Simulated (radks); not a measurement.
Problem. The lead anion Pb-, 83 electrons, occupied as [Hg] 6p3. Calculated with a radial shooting solver on a logarithmic mesh with Libxc functionals: scalar-relativistic Kohn-Sham, r2SCAN, spin-unpolarised, spherical densities, finite nucleus; meta-GGA in the generalised Kohn-Sham scheme; Fermi nuclear charge, rms radius 5.5012 fm; hard spherical wall at 7 bohr. Some entries of the table are withheld. Estimate them.

orbital  occ.  eigenvalue (eV)  r(max) (bohr)
1s          2              (1)       0.009845
2s          2        -15795.00        0.05714
2p          6              (2)        0.04761
3s          2        -3797.389            (3)
3p          6        -3150.448         0.1612
3d         10        -2488.184         0.1315
4s          2        -860.5241         0.3623
4p          6        -647.6051         0.3821
4d         10        -399.5762         0.3883
5s          2        -138.7719         0.7901
4f         14              (4)         0.3508
5p          6         -79.9038         0.8820
5d         10         -13.6797          1.070
6s          2          -4.8052          1.995
6p          3           3.4314          2.790
7s          0           9.5019          4.752
6d          0          10.6452          4.356
5f          0          15.4462          4.656

Solution. 
(1) 1s eigenvalue (eV): -88174.19
(2) 2p eigenvalue (eV): -13548.51
(3) 3s r(max) (bohr): 0.1610
(4) 4f eigenvalue (eV): -126.2650
